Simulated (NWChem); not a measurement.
The numbers come from NWChem runs, not from measurements. System: H3Al, charge 0, spin multiplicity 1, at a geometry optimised with PBE/def2-SVP. The structure started from a generated list of species. Level: CCSD(T)/def2-TZVPD, 5 core orbitals frozen.

Part of the output:

```
             Northwest Computational Chemistry Package (NWChem) 7.3.0
             --------------------------------------------------------

                                NWChem Input Module
                                -------------------

 Scaling coordinates for geometry "geometry" by  1.889725989
 (inverse scale =  0.529177249)

 Turning off AUTOSYM since
 SYMMETRY directive was detected!

                             Geometry "geometry" -> ""
                             -------------------------

 Output coordinates in angstroms (scale by  1.889725989 to convert to a.u.)

  No.       Tag          Charge          X              Y              Z
 ---- ---------------- ---------- -------------- -------------- --------------
    1 Al                  13.0000     0.00000000     0.00000000    -0.00000100
    2 H                    1.0000     0.00000000     0.00000000     1.60082400
    3 H                    1.0000     1.38635200     0.00000000    -0.80040600
    4 H                    1.0000    -1.38635200     0.00000000    -0.80040600

 Effective nuclear repulsion energy (a.u.)      13.4646400982

            Nuclear Dipole moment (a.u.)
            ----------------------------
        X                 Y               Z
 ---------------- ---------------- ----------------
     0.0000000000     0.0000000000    -0.0000018897

      Symmetry information
      --------------------

 Group name             C2v
 Group number             16
 Group order               4
 No. of unique centers     3

      Symmetry unique atoms

     1    2    3


 Summary of "ao basis" -> "" (spherical)
 ------------------------------------------------------------------------------
       Tag                 Description            Shells   Functions and Types
 ---------------- ------------------------------  ------  ---------------------
 *                         def2-tzvpd                 on all atoms

 Summary of "ao basis" -> "ao basis" (spherical)
 ------------------------------------------------------------------------------
       Tag                 Description            Shells   Functions and Types
 ---------------- ------------------------------  ------  ---------------------
 Al                        def2-tzvpd               15       43   6s5p3d1f
 H                         def2-tzvpd                5        9   3s2p

                                 NWChem SCF Module
                                 -----------------
[...]
     2   1 1 0     -0.000000      0.000000      0.000000
     2   1 0 1     -0.000000      0.000000      0.000000
     2   0 2 0     -8.693245      0.000000      0.000000
     2   0 1 1      0.000000      0.000000      0.000000
     2   0 0 2    -14.013157      0.000000     13.726946

                   NWChem Extensible Many-Electron Theory Module
                   ---------------------------------------------


            General Information
            -------------------
      Number of processors :     1
         Wavefunction type : Restricted Hartree-Fock
          No. of electrons :    16
           Alpha electrons :     8
            Beta electrons :     8
           No. of orbitals :   140
            Alpha orbitals :    70
             Beta orbitals :    70
        Alpha frozen cores :     5
         Beta frozen cores :     5
     Alpha frozen virtuals :     0
      Beta frozen virtuals :     0
         Spin multiplicity : singlet
    Number of AO functions :    70
       Number of AO shells :    30
        Use of symmetry is : on
      Symmetry adaption is : on
         Schwarz screening : 0.10D-09

          Correlation Information
          -----------------------
          Calculation type : Coupled-cluster singles & doubles w/ perturbation
   Perturbative correction : (T)
            Max iterations :      100
        Residual threshold : 0.10D-05
     T(0) DIIS level shift : 0.00D+00
     L(0) DIIS level shift : 0.00D+00
     T(1) DIIS level shift : 0.00D+00
     L(1) DIIS level shift : 0.00D+00
     T(R) DIIS level shift : 0.00D+00
     T(I) DIIS level shift : 0.00D+00
   CC-T/L Amplitude update :  5-th order DIIS
                I/O scheme : Global Array Library
        L-threshold :  0.10D-05
        EOM-threshold :  0.10D-05
 no EOMCCSD initial starts read in
 TCE RESTART OPTIONS
 SLICE:      F
 D4D5:       F
 quantumc:   F
 qrotation:  F
 pwtce:      F
 qducc:      F
 nacto:                         0
 nrotv:                         0
 nrot:                          0

            Memory Information
            ------------------
          Available GA space size is     249031900 doubles
          Available MA space size is     104853028 doubles

 Maximum block size supplied by input
 Maximum block size        24 doubles

 tile_dim =     17

 -------------------------------------------------

 Global array virtual files algorithm will be used

 Parallel file system coherency ......... OK

 4-electron integrals stored in orbital form

 v2    file size   =          1157140
 4-index algorithm nr.  13 is used
 imaxsize =       30
 imaxsize ichop =        0


CCSD iterations
 ---------------------------------------------------------
 Iter          Residuum       Correlation     Cpu    Wall
 ---------------------------------------------------------
    1   0.1053426828492  -0.0861113975927     0.1     0.1
    2   0.0329387611110  -0.1039421492351     0.1     0.1
    3   0.0117432874970  -0.1085852331872     0.1     0.1
    4   0.0046034303484  -0.1100128080487     0.1     0.1
    5   0.0019893487305  -0.1105007824948     0.1     0.1
    6   0.0003350100291  -0.1108052095363     0.1     0.1
    7   0.0001484139596  -0.1108015141647     0.1     0.1
    8   0.0000765301921  -0.1108030523260     0.1     0.1
    9   0.0000421415323  -0.1108036413167     0.1     0.1
   10   0.0000234338628  -0.1108041205401     0.1     0.1
   11   0.0000025213645  -0.1108046917663     0.1     0.1
   12   0.0000008040117  -0.1108048775290     0.1     0.1
 -----------------------------------------------------------------
 Iterations converged
 CCSD correlation energy / hartree =        -0.110804877528993
 CCSD total energy / hartree       =      -243.751951892655228

 Singles contributions

 Doubles contributions
 CCSD(T)
 Using plain CCSD(T) code
             total no. of tasks          155
 total no. of tasks / no. procs          155
                         wl_min          612           2.9
                         wl_max        30056           5.6
        thresh for no. of tasks          155

 CCSD[T]  correction energy / hartree =        -0.001539969895703
 CCSD[T] correlation energy / hartree =        -0.112344847424697
 CCSD[T] total energy / hartree       =      -243.753491862550931
 CCSD(T)  correction energy / hartree =        -0.001516923666045
 CCSD(T) correlation energy / hartree =        -0.112321801195039
 CCSD(T) total energy / hartree       =      -243.753468816321259

 Task  times  cpu:        6.1s     wall:        6.1s

 Total times  cpu:        6.1s     wall:        6.1s
```

**Question.** Write an NWChem input that would produce this output.

**Answer.** This is not unique; one that fits is 
```
start mol
memory heap 100 mb stack 700 mb global 1900 mb
geometry units angstroms nocenter noautoz
  Al     0.000000     0.000000    -0.000001
  H      0.000000     0.000000     1.600824
  H      1.386352     0.000000    -0.800406
  H     -1.386352     0.000000    -0.800406
  symmetry group C2v
end
basis spherical
  * library def2-tzvpd
end
scf
  rhf
  nopen 0
  maxiter 100
  thresh 1e-7
  semidirect memsize 60000000 filesize 0
end
tce
  freeze core 5
  ccsd(t)
  2eorb
  2emet 13
  thresh 1e-6
  maxiter 100
  tilesize 24
end
task tce energy
```
